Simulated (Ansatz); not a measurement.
Conformers of Cl2FGeH3Si (`F[SiH](Cl)[GeH2][Cl]`), each relaxed with PBE0-D4/def2-TZVP in Ansatz. CBS adds the triple-zeta coupled-cluster correction to the MP2 limit.

Outer-core shells of Ge are correlated without core-valence functions. Scalar relativity is left out up to krypton. Spin–orbit coupling is left out.

Not all of them had a frequency check.

Conformer A:

Cartesian coordinates in Å:
```
F -1.088 0.427 -1.940
Si -0.150 -0.515 -1.065
Cl -1.080 -2.322 -0.842
Ge 0.138 0.455 1.092
Cl 1.302 2.252 0.786
H 1.111 -0.724 -1.807
H 0.951 -0.448 2.031
H -1.185 0.875 1.746
```

Conformer B:

```xyz
8

F     0.766    0.149    2.128
Si    0.294    0.865    0.787
Cl   -1.488    1.791    1.130
Ge   -0.011   -0.790   -0.907
Cl   -1.640   -2.039   -0.244
H     1.298    1.900    0.449
H     1.211   -1.702   -1.093
H    -0.431   -0.172   -2.249
```

Task: Which is lowest in electronic energy at CCSD(T)/CBS (frozen core, def2 sets), and by how much? (Estimate.)

Result: Ansatz gave: A; B lies 2.5 kJ/mol higher.

Task: Give the energies relative to A (kJ/mol) with r2SCAN-D4/def2-TZVPP, B3LYP-D4/def2-TZVPP, HF/def2-TZVPP, CCSD/def2-TZVPP, MP2/def2-QZVPP, SCS-MP2/def2-QZVPP, MP2/CBS(def2). (Best estimate.)

Result: The calculation gave: 
```
               level    B
r2SCAN-D4/def2-TZVPP  2.4
 B3LYP-D4/def2-TZVPP  2.4
       HF/def2-TZVPP  3.6
     CCSD/def2-TZVPP  2.6
      MP2/def2-QZVPP  2.4
  SCS-MP2/def2-QZVPP  2.6
       MP2/CBS(def2)  2.4
```

B3LYP here is the variant with VWN-RPA as its local correlation; programs differ in this.
